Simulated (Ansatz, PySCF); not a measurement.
Ways to break one bond of Cl[SiH2][SiH2]Cl:

A. Cl[SiH2][SiH2]Cl -> Cl[SiH][SiH2]Cl + H atom
B. Cl[SiH2][SiH2]Cl -> 2 [SiH2]Cl
C. Cl[SiH2][SiH2]Cl → [SiH2][SiH2]Cl + Cl atom

Quantity: bond dissociation energy (enthalpy at 298 K, with B3LYP-D3(BJ) rigid-rotor harmonic-oscillator terms from PySCF), kcal/mol. Each molecule is optimised on its own at B3LYP-D3(BJ)/def2-TZVP (Ansatz, a first-principles code), one conformer each, not searched for the lowest. Correlated levels leave the core frozen unless marked. UHF or UKS for open shells. Spin-orbit coupling is left out. Non-relativistic. CBS marks a two-point X^-3 extrapolation of the correlation energy; Hartree-Fock from the larger set.

|  | BHLYP-D3(BJ)/def2-TZVPD (Ansatz + dftd3) | MP2/aug-cc-pV(T+d)Z (Ansatz) | CCSD/STO-3G (Ansatz) | CCSD(T)/CBS(cc-pV(T+d)Z,cc-pV(Q+d)Z) (Ansatz) |
|---|---|---|---|---|
| A | 87.6 | 86.0 | 105.7 | 89.4 |
| B | 73.4 | 75.3 | 92.2 | 76.9 |
| C | 101.3 | 108.6 | 102.7 | 107.4 |
